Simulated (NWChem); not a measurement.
# CH₅B; SMILES BC

```xyz
7

B     -0.0011    -0.8709    -0.0177
H      1.0281    -1.4845     0.0174
H     -1.0258    -1.4916     0.0199
C     -0.0021     0.6896    -0.0299
H      0.0392     0.9788     1.0380
H     -0.9112     1.1493    -0.4321
H      0.8810     1.1436    -0.4933
```
Atoms are numbered in this order, from 1.

Coordinates come from a B3LYP/6-31G* (spherical d) optimisation.

Problem. Give the principal values of the shielding tensors (ppm) of B1, C4 from PBE0/pcSseg-2, GIAO (NWChem), with their diamagnetic and paramagnetic parts as GIAO splits them.

Solution. 
```tsv
atom	σ11	σ22	σ33	isotropic	diamagnetic	paramagnetic
B1	-75.3	-36.9	129.4	5.7	191.9	-186.2
C4	133.9	172.8	196.2	167.7	245.6	-78.0
```
